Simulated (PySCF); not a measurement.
A GIAO shielding run with PySCF (density fitting, non-relativistic, gas phase) on SMILES CN(C)[SiH2]N(C)CCN, C5H17N3Si:

```
{"job": {"kind": "nmr", "xc": "PBE0", "basis": "pcSseg-1"}, "charge": 0, "multiplicity": 1}
C      3.277375    -0.170762    -0.753643
N      1.893238     0.115191    -0.487754
C      1.681018     1.505340    -0.168871
Si     0.848024    -1.114844     0.106956
N     -0.752488    -0.603120    -0.254158
C     -1.105569    -0.102078    -1.560636
C     -1.868083    -1.070875     0.540817
C     -2.160582    -0.127392     1.723609
N     -2.485661     1.236573     1.352534
H      3.908630     0.021242     0.123572
H      3.637985     0.458135    -1.573492
H      3.389080    -1.213744    -1.034933
H      2.271138     1.816849     0.702296
H      1.973898     2.132760    -1.017340
H      0.630334     1.674089     0.047563
H      1.283499    -2.331989    -0.595588
H      0.860263    -1.350448     1.558874
H     -0.208487     0.254997    -2.059215
H     -1.560684    -0.882398    -2.184042
H     -1.817558     0.726229    -1.485104
H     -2.758400    -1.142151    -0.092835
H     -1.661594    -2.069106     0.936923
H     -2.996564    -0.528615     2.304023
H     -1.277266    -0.089596     2.364773
H     -1.714970     1.630791     0.822476
H     -3.307623     1.247534     0.756158
```

Hardware: 1 thread of an Arm Neoverse V1, shared host. The job also computes population analyses, field gradients.

(1) How large is the calculation?

(2) How long does it take?

Answers

(1) 82 electrons, 245 basis functions and 1278 auxiliary functions.

(2) 62 s of wall time, with 14 SCF cycles and 4 response iterations. Times on a shared host scatter by some tens of per cent.
